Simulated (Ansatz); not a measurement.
H4PSi (SMILES [SiH3][PH]), charge 0, multiplicity 2, relaxed at each level with Ansatz (a first-principles code); harmonic frequencies from differences of analytic forces, average atomic masses, frozen cores. Open shells are unrestricted.

```
level                                        harmonic frequencies (cm⁻¹)  ZPE (eV)  cost over PBE/def2-TZVPP (rough)
-------------------  ---------------------------------------------------  --------  --------------------------------
PBE/def2-TZVPP       175 434 457 459 741 851 898 904 2135 2143 2170 2298     0.847                                ×1
r2SCAN/def2-TZVPP    183 448 476 484 767 888 936 943 2197 2204 2228 2366     0.875                                ×2
B3LYP/def2-TZVPP     179 438 481 492 774 904 945 951 2204 2209 2230 2355     0.878                                ×1
PBE0/def2-TZVPP      182 451 476 487 767 889 932 938 2205 2212 2231 2381     0.877                                ×1
MP2/cc-pV(T+d)Z      190 462 492 518 781 934 975 981 2271 2276 2290 2442     0.906                                ×3
CCSD(T)/cc-pV(T+d)Z  185 453 484 507 774 917 957 961 2225 2230 2246 2372     0.887                               ×50
```
